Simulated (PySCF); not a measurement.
## [PSe2]+, singlet: structure and spectrum

Level of theory: PBE0 in PySCF with P def2-TZVP, Se def2-TZVP; no relativity; density-fitted integrals.

The structure is a minimum.

Coordinates in bohr (charge 1 multiplicity 1):
```
P     0.0000    0.0000    0.0000
Se    3.7395    0.0000    0.0000
Se   -3.7395    0.0000    0.0000
```

* Point group: D∞h
* Bond lengths: P–Se 1.979 Å (×2)
* Bond angles: Se–P–Se 180.0°
* Enthalpy at 298.15 K above 0 K: 13.30 kJ/mol
* Principal polarisabilities: 40.0, 40.0, 127.3 bohr³
* Heat capacity Cp at 298.15 K: 54.4 J/(mol K)
* Entropy at 298.15 K and 1 bar: 280.3 J/(mol K)
* Rotational constants: 0.02693 cm⁻¹
* Rotational symmetry number: 2
* Dipole moment about the centre of mass: 0.00 D
* Zero-point energy: 8.6 kJ/mol
* Principal quadrupole moments (Buckingham, traceless) about the centre of mass: -11.21, -11.21, 22.43 D Å
* Lowest empty level: -8.85 eV
* Highest occupied level: -13.71 eV

Harmonic modes (masses in u: P 30.974, Se 79.917):
```csv
symmetry,ω (cm⁻¹),"IR (km/mol, summed over degenerate members)",μ (u)
πu,144,0.3,34.39
σg+,332,0.0,79.92
σu+,814,76.9,34.39
```

In D∞h the vibrations span πu + σg+ + σu+. The σg+ mode carries no infrared intensity, as symmetry demands. With a centre of inversion only u modes can be infrared active and only g modes Raman active.

Charges (e):
```csv
atom,Mulliken,Löwdin,polar tensor,Mayer order to P1
P1,0.46,0.21,0.68,–
"Se2,3",0.27,0.40,0.16,2.22
```
Other Mayer orders above 0.3: Se–Se 0.42.

Mulliken populations on P1: s 5.34, p 8.79, d 0.37, f 0.03.

Counting electrons, phosphorus keeps none of its valence electrons outside its bonds, so the VSEPR class is AX2 and the expected shape is linear (D∞h), as computed.

This need not be the most stable arrangement of these atoms.

The final relaxation and frequency run took of the order of 70 core-seconds on a shared host.
